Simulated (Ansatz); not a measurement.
`[BH2][GeH2][C](C)=N` and `C[C](=N)[AlH2]` differ in one atom or group.

Ansatz, PBE0-D4/def2-TZVP geometries, multiplicity 1. Each molecule was computed in one conformer, which needn't be the lowest.

Scalar relativity is left out up to krypton.

```tsv
property	`[BH2][GeH2][C](C)=N`
LUMO energy (PBE/def2-TZVPP) / eV	-3.47
LUMO energy (B3LYP/def2-TZVPP) / eV	-2.78
size of the dipole moment (PBE/def2-TZVPP) / D	1.29
HOMO–LUMO gap (PBE/def2-TZVPP) / eV	2.29
size of the dipole moment (ωB97M-V/def2-TZVPP) / D	1.97
LUMO energy (PBE0/def2-TZVPP) / eV	-2.58
```

(1) What does the change do to each property? (Best estimate.)

Answers

(1) The calculation gave: 
| property | `C[C](=N)[AlH2]` | shift |
| --- | --- | --- |
| LUMO energy (PBE/def2-TZVPP) / eV | -2.88 | 0.59 |
| LUMO energy (B3LYP/def2-TZVPP) / eV | -2.27 | 0.51 |
| size of the dipole moment (PBE/def2-TZVPP) / D | 1.48 | 0.19 |
| HOMO–LUMO gap (PBE/def2-TZVPP) / eV | 2.52 | 0.23 |
| size of the dipole moment (ωB97M-V/def2-TZVPP) / D | 1.74 | -0.23 |
| LUMO energy (PBE0/def2-TZVPP) / eV | -2.06 | 0.52 |

With PBE0 the HOMO rises by 0.24 eV and the LUMO rises by 0.52 eV, so the gap widens by about 0.28 eV. PBE moves the HOMO by 0.37 eV and ωB97M-V by 0.15 eV. Dipoles are sizes alone; their direction can turn.

B3LYP here is the variant with VWN-RPA as its local correlation; programs differ in this.
